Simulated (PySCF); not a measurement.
**How methods differ on the excitation energy of Si²⁺**

Si²⁺ [Ne] 3s2 (1S) → Si²⁺ [Ne] 3s1 4s1, s spin flipped, as a difference of total energies. Calculation: PySCF 2.14, in aug-cc-pV(Q+d)Z with one added diffuse shell each of s, p, d, f, g type (8s7p6d4f3g, 114 functions); the non-relativistic Hamiltonian (point nucleus). Correlated levels: valence: [Ne] frozen. The calculations carry no spin-orbit coupling.

```json
{"method": "UHF", "excitation energy (eV)": "0.000"}
{"method": "LDA", "excitation energy (eV)": "0.000"}
{"method": "PBE", "excitation energy (eV)": "0.000"}
{"method": "PBE0", "excitation energy (eV)": "0.000"}
{"method": "r2SCAN", "excitation energy (eV)": "0.000"}
{"method": "r2SCANh", "excitation energy (eV)": "0.000"}
{"method": "M06", "excitation energy (eV)": "0.000"}
{"method": "wB97M-V", "excitation energy (eV)": "0.000"}
{"method": "MP2 (valence)", "excitation energy (eV)": "0.000"}
{"method": "SCS-MP2 (valence)", "excitation energy (eV)": "0.000"}
```

The upper determinant mixes two multiplicities, so it lies between the two terms.

The promoted electron is Rydberg-like, and one or two diffuse shells describe it only roughly, which tends to raise the upper state.
